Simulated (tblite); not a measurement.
Compound: C₆H₉F.
Numbering: `[CH3:1][C@@:2]1([CH2:3][F:4])[C@@H:5]2[CH2:6][C@H:7]12` (hydrogens: H8, H9, H10 on C1; H11, H12 on C3; H13 on C5; H14, H15 on C6; H16 on C7)

Computed with GFN2-xTB (tblite), gas phase: L-BFGS steps from a force-field or distance-geometry start until the largest atomic force falls under 0.01 eV/Å.

Step 51: E = -601.0660 eV
```
atom  x, y, z in Å  |  force x, y, z in eV/Å
C1     -1.5100   -0.9251    0.2023   -0.058  -0.034   0.024
C2     -0.3006   -0.0339   -0.0457    0.004  -0.018  -0.004
C3     -0.7589    1.2314   -0.7585    0.010   0.016  -0.016
F4      0.1873    2.2120   -0.9028   -0.004   0.023   0.064
C5      0.7539   -0.0880    1.0178    0.008  -0.052  -0.001
C6      1.9559    0.2689    0.2034   -0.006  -0.010   0.046
C7      0.9902   -0.7516   -0.3064    0.040   0.001  -0.028
H8     -2.0250   -0.6215    1.1143   -0.009   0.018  -0.077
H9     -2.2140   -0.8667   -0.6275    0.044  -0.039   0.050
H10    -1.1986   -1.9618    0.3230   -0.025   0.068  -0.010
H11    -1.5891    1.6788   -0.1975    0.038   0.037   0.015
H12    -1.0988    0.9950   -1.7740    0.006  -0.069  -0.008
H13     0.6915   -0.4772    2.0128   -0.019   0.030   0.024
H14     2.8984   -0.1172    0.5772    0.036   0.014  -0.041
H15     2.0529    1.2365   -0.2617   -0.052   0.022  -0.027
H16     1.1573   -1.7706   -0.5882   -0.014  -0.008  -0.012
```

Step 52: E = -601.0713 eV
```
atom  x, y, z in Å  |  force x, y, z in eV/Å
C1     -1.5091   -0.9232    0.1996   -0.091  -0.062   0.052
C2     -0.3003   -0.0314   -0.0443    0.022  -0.035   0.048
C3     -0.7612    1.2382   -0.7442    0.012   0.001  -0.035
F4      0.1746    2.2315   -0.8679   -0.002   0.003   0.070
C5      0.7565   -0.0933    1.0150    0.099  -0.083  -0.023
C6      1.9589    0.2595    0.1942   -0.009   0.094   0.063
C7      0.9864   -0.7540   -0.3130    0.038   0.032  -0.010
H8     -2.0654   -0.5688    1.0704   -0.007  -0.027  -0.136
H9     -2.1760   -0.9248   -0.6663    0.102  -0.035   0.148
H10    -1.1876   -1.9470    0.4005   -0.070   0.140  -0.048
H11    -1.6053    1.6707   -0.1923    0.050   0.031   0.020
H12    -1.0831    0.9986   -1.7625   -0.024  -0.021  -0.091
H13     0.7018   -0.4833    2.0104   -0.029   0.027   0.009
H14     2.9053   -0.1228    0.5677   -0.042   0.014  -0.080
H15     2.0524    1.2295   -0.2724   -0.046  -0.041   0.013
H16     1.1442   -1.7703   -0.6063   -0.003  -0.039  -0.002
```

Step 53: E = -601.0739 eV
```
atom  x, y, z in Å  |  force x, y, z in eV/Å
C1     -1.5091   -0.9228    0.1982   -0.044  -0.008   0.038
C2     -0.2994   -0.0301   -0.0413    0.020  -0.040   0.046
C3     -0.7614    1.2407   -0.7393    0.012  -0.026  -0.030
F4      0.1702    2.2382   -0.8573    0.001  -0.005   0.064
C5      0.7597   -0.0965    1.0155    0.085  -0.073  -0.035
C6      1.9596    0.2568    0.1917   -0.008   0.115   0.045
C7      0.9852   -0.7554   -0.3141    0.021   0.032   0.001
H8     -2.0792   -0.5553    1.0518   -0.043  -0.013  -0.080
H9     -2.1610   -0.9429   -0.6771    0.077  -0.023   0.112
H10    -1.1863   -1.9389    0.4210   -0.049   0.065  -0.032
H11    -1.6094    1.6687   -0.1898    0.052   0.027   0.013
H12    -1.0781    0.9971   -1.7584   -0.025   0.008  -0.093
H13     0.7088   -0.4823    2.0125   -0.035   0.013   0.011
H14     2.9075   -0.1236    0.5626   -0.040   0.008  -0.082
H15     2.0495    1.2272   -0.2757   -0.038  -0.048   0.020
H16     1.1357   -1.7717   -0.6116    0.015  -0.033   0.004
```

Step 54: E = -601.0775 eV
```
atom  x, y, z in Å  |  force x, y, z in eV/Å
C1     -1.5090   -0.9217    0.1968   -0.003   0.013   0.053
C2     -0.2980   -0.0288   -0.0373    0.006  -0.042   0.023
C3     -0.7626    1.2444   -0.7318    0.025  -0.053  -0.017
F4      0.1626    2.2506   -0.8330   -0.013  -0.038   0.038
C5      0.7661   -0.1042    1.0140    0.035  -0.035  -0.022
C6      1.9607    0.2535    0.1866   -0.009   0.094   0.012
C7      0.9836   -0.7575   -0.3186    0.004   0.024   0.021
H8     -2.1072   -0.5245    1.0168   -0.051  -0.037  -0.066
H9     -2.1321   -0.9810   -0.6968    0.066  -0.004   0.100
H10    -1.1839   -1.9255    0.4661   -0.059   0.056  -0.021
H11    -1.6166    1.6640   -0.1843    0.052   0.012  -0.013
H12    -1.0696    0.9986   -1.7550   -0.007   0.062  -0.051
H13     0.7184   -0.4818    2.0142   -0.036  -0.011   0.004
H14     2.9106   -0.1272    0.5505   -0.024   0.005  -0.077
H15     2.0453    1.2247   -0.2791   -0.026  -0.034   0.013
H16     1.1241   -1.7745   -0.6205    0.039  -0.011   0.003
```

**Question.** Estimate the geometry and energy of step 55. (The exact step hangs on the optimiser's Hessian estimate; all steps are aligned on step 54, rigid shifts and turns removed.)

**Answer.** E = -601.0796 eV, largest force 0.114 eV/Å
```
atom  x, y, z in Å  |  force x, y, z in eV/Å
C1     -1.5091   -0.9213    0.1976    0.078   0.081   0.017
C2     -0.2970   -0.0298   -0.0354   -0.002  -0.024  -0.010
C3     -0.7626    1.2449   -0.7299    0.032  -0.063   0.012
F4      0.1599    2.2550   -0.8184   -0.004  -0.051  -0.004
C5      0.7706   -0.1105    1.0124   -0.032   0.024   0.011
C6      1.9606    0.2541    0.1844   -0.008   0.033  -0.026
C7      0.9839   -0.7590   -0.3214   -0.010   0.000   0.034
H8     -2.1204   -0.5130    0.9968   -0.102   0.005   0.047
H9     -2.1173   -0.9994   -0.6994   -0.014   0.012  -0.043
H10    -1.1871   -1.9166    0.4827   -0.003  -0.082   0.049
H11    -1.6159    1.6636   -0.1803    0.028  -0.015  -0.035
H12    -1.0671    1.0004   -1.7562    0.021   0.094   0.012
H13     0.7203   -0.4784    2.0159   -0.021  -0.034  -0.002
H14     2.9116   -0.1283    0.5407    0.005   0.009  -0.056
H15     2.0411    1.2254   -0.2796   -0.020  -0.010  -0.002
H16     1.1209   -1.7779   -0.6214    0.052   0.022  -0.006
```

The energy changes by -0.0021 eV. The first-order estimate −F·Δx gives -0.0043 eV and the mean of the old and new forces, exact on a quadratic surface, -0.0021 eV. The step makes an angle of 70° with the force vector and moves no atom by more than 0.027 Å.

The cost below is that of the whole relaxation. Time: 0.74 s of wall time. Hardware: an Arm Neoverse V2 with one thread, no GPU, shared host with 32 logical CPUs at a one-minute load of 24.
